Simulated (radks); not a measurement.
Values are calculated unless marked as measured or tabulated.
Species: the silicon ion Si6+. Configuration: [He] 2s2 2p4 (the NIST ground configuration). Level of theory: scalar-relativistic Kohn-Sham, SCAN, spin-polarised, spherical densities, finite nucleus; open shells are filled with parallel spins first; meta-GGA in the generalised Kohn-Sham scheme; Fermi nuclear charge, rms radius 3.1224 fm (a radial shooting solver on a logarithmic mesh with Libxc functionals).

Normalised radial functions P(r) = r R(r), r in bohr:

r         1s down  2s down  2p down
0.009666   0.8693   0.2435   0.0085
0.013      1.1139   0.3114   0.0150
0.01747    1.4047   0.3914   0.0261
0.02349    1.7340   0.4802   0.0451
0.03158    2.0801   0.5693   0.0769
0.0428     2.4092   0.6438   0.1307
0.05755    2.6385   0.6722   0.2135
0.07737    2.6979   0.6191   0.3381
0.104      2.5176   0.4422   0.5137
0.1399     2.0806   0.1139   0.7387
0.188      1.4629  -0.3550   0.9957
0.2528     0.8300  -0.8793   1.2331
0.3426     0.3462  -1.3036   1.3714
0.4606     0.1033  -1.4272   1.3227
0.6193     0.0188  -1.2033   1.0672
0.8327     0.0018  -0.7581   0.6834
1.119      0.0001  -0.3332   0.3225
1.505      0.0000  -0.0921   0.1014

1s down: eigenvalue -1955.1 eV, 0 radial nodes, <r> = 0.111 bohr, 90 % of the charge inside 0.198 bohr. 2s down: eigenvalue -269.56 eV, 1 radial node at r = 0.151 bohr, <r> = 0.535 bohr, 90 % of the charge inside 0.833 bohr. 2p down: eigenvalue -225.43 eV, 0 radial nodes, <r> = 0.491 bohr, 90 % of the charge inside 0.809 bohr.
